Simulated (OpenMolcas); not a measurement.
Tc4+.

```json
{"Program": "OpenMolcas", "Basis": "ANO-R2 [7s5p4d2f1g]", "Scalar Hamiltonian": "X2C, finite nucleus", "Active space": "9 electrons in 8 orbitals (RAS1 4p, at most 2 holes; RAS2 4d)", "State averaging": "2S+1 = 4 even, 10 roots; 2S+1 = 2 even, 40 roots", "Spin-orbit coupling": "state interaction with AMFI integrals over the reference wave functions, term energies averaged over their components"}
```

Two sets of levels on these reference wave functions, in cm-1 above 4d3 4F 3/2: one from RASSCF and one from MS-RASPT2, IPEA 0.25 Eh, imaginary shift 0.1 Eh (closed shells correlated: 4s).

```
        Level  Set 1  Set 2
   4d3 4F 3/2    0.0    0.0
   4d3 4F 5/2   1092   1105
   4d3 4F 7/2   2460   2470
   4d3 4F 9/2   4000   3970
   4d3 4P 3/2  14000  12130
   4d3 4P 1/2  14040  12180
   4d3 4P 5/2  15770  13940
   4d3 2G 7/2  16430  14130
   4d3 2G 9/2  17470  14990
   4d3 2P 1/2  19660  17550
4d3 2D 5/2(1)  22600  20800
   4d3 2H 9/2  22830  19450
  4d3 2H 11/2  23360  19760
   4d3 2F 7/2  34520  29530
   4d3 2F 5/2  34950  29950
4d3 2D 5/2(2)  51070  46190
```

Problem. Which set is which?

Solution. Set 2 is MS-RASPT2. Its levels of the other terms of 4d3 lie at 0.85 to 0.92 of the other set's values, as expected, since terms of lower spin or lower L gain more correlation energy than the Hund ground term.

CASPT2 does not keep the components of a term degenerate, so their means are used; among the terms shown or strongly mixed into the levels shown the widest spread is 1700 cm-1 (4d3 4F, MS-RASPT2). Active for correlation alone: 4p; no level in the range computed is led by a configuration that opens it, so any true level of that kind is missing. Without dynamic correlation excited terms often stand tens of per cent too high (terms of higher spin than the ground term too low), and those without a measured partner can miss by more than the paired ones (holds for RASSCF). Levels of configurations outside the active space are missing. Levels that lie high or do not pair safely by name in every column are left out.

A number in round brackets counts repeated terms of one configuration in the order of the reference energies.
